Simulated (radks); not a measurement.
Results of a calculation; reference values are marked as such.
Isoelectronic series with 7 electrons, all held in the configuration [He] 2s2 2p3, which need not be the ground one along the series. Level of theory: Dirac Kohn-Sham, PBE, spin-unpolarised, spherical densities, finite nucleus; open shells are shared between the two j in proportion to 2j + 1; Fermi nuclear charge, rms radius of each element as measured or else 0.836 A^(1/3) + 0.57 fm (a radial shooting solver on a logarithmic mesh with Libxc functionals). Total energies (hartree) and mean radii <r> (bohr):

ion    E (hartree)    2p3/2    2p1/2    2s1/2    1s1/2
N        -54.45303    1.485    1.483    1.320   0.2297
Ne3+    -124.11941   0.7549   0.7536   0.7953   0.1577
Al6+    -223.28407   0.5152   0.5137   0.5674   0.1199
S9+     -352.04898   0.3922   0.3904   0.4408  0.09659
K12+    -510.58821   0.3168   0.3148   0.3601  0.08078
Ti15+   -699.12565   0.2658   0.2635   0.3041  0.06935
Mn18+   -917.93255   0.2289   0.2264   0.2629  0.06070
Ni21+  -1167.32837   0.2010   0.1982   0.2313  0.05392
Ga24+  -1447.68189   0.1791   0.1761   0.2063  0.04845
Se27+  -1759.41618   0.1615   0.1582   0.1860  0.04395
Rb30+  -2103.01055   0.1470   0.1434   0.1691  0.04018
Zr33+  -2479.00372   0.1349   0.1310   0.1549  0.03696
Tc36+  -2887.99775   0.1246   0.1204   0.1427  0.03419
Pd39+  -3330.66833   0.1157   0.1112   0.1322  0.03177
In42+  -3807.76778   0.1080   0.1032   0.1229  0.02963
Te45+  -4320.12668   0.1012  0.09613   0.1148  0.02774
Cs48+   -4868.6806  0.09519  0.08982   0.1075  0.02604
Ce51+   -5454.4545  0.08983  0.08415   0.1009  0.02451
Pm54+   -6078.5912  0.08502  0.07903  0.09500  0.02312
Gd57+   -6742.3316  0.08067  0.07437  0.08962  0.02185
Ho60+   -7447.1571  0.07673  0.07010  0.08469  0.02069
Yb63+   -8194.5816  0.07313  0.06617  0.08015  0.01962
Ta66+   -8986.4272  0.06984  0.06254  0.07596  0.01862
